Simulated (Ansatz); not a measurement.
```yaml
atoms:
  - { symbol: C, position_ang: [0.0000, 0.0000, -0.4816] }
  - { symbol: H, position_ang: [0.0000, 0.0000, 0.4816] }
```

Basis set: cc-pVTZ (spherical functions). Left uncorrelated: 1 orbital. Correlation on ROHF uses semicanonical orbitals with singles. Charge 0, multiplicity 2.

Computed with Ansatz (development build ahead of 0.2.0); the reference of a correlated method needn't be the lowest determinant of its kind.

(1) Give the atomization energy at this shape (free ground-state atoms in the same class of orbitals less the molecule, no zero-point energy) of doublet CH by ROHF-CCSD(T), UHF-BCCD(T).

Results:

(1)

```tsv
method	atomization energy
ROHF-CCSD(T)	3.05 eV
UHF-BCCD(T)	3.04 eV
```

Caution: the reference determinant was not shown to be the lowest; the shape is not the minimum.
